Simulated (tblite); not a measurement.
Isomers of C5H7F2NSi. All values are computed: GFN2-xTB (tblite) harmonic vibrations without scaling, gas phase. Against measured fundamentals such values can be off by several per cent, at times by over 20. Modes of hydrogen on silicon can be 10 to 20 % off. One conformer each.

Electronic energies: GFN2-xTB at the same geometries; isomer energies are rough at this level and their order can be wrong.

| SMILES | electronic energy, lowest = 0 (kJ/mol) |
| --- | --- |
| [H]/N=C(/CC#C[SiH3])C(F)F | 268.3 |
| FC(F)[SiH2]n1cccc1 | 0.0 |
| N#CC[C@@H]([SiH3])/C(F)=C\F | 205.4 |

How do GFN2-xTB zero-point energies change the relative energies?

```tsv
SMILES	ZPE (kJ/mol)	of it from modes above 1550 cm⁻¹	electronic (kJ/mol)	with ZPE, lowest = 0 (kJ/mol)	lowest mode (cm⁻¹)	rings
FC(F)[SiH2]n1cccc1	284.6	130.0	0.0	0.0	33	1
N#CC[C@@H]([SiH3])/C(F)=C\F	271.9	137.9	205.4	192.7	33	0
[H]/N=C(/CC#C[SiH3])C(F)F	269.9	137.7	268.3	253.5	13i	0
```

The zero-point energies span 14.7 kJ/mol, from `[H]/N=C(/CC#C[SiH3])C(F)F` to `FC(F)[SiH2]n1cccc1`. Slightly imaginary modes are left out of the zero-point energy: `[H]/N=C(/CC#C[SiH3])C(F)F` 12.5i cm⁻¹. The order is unchanged.
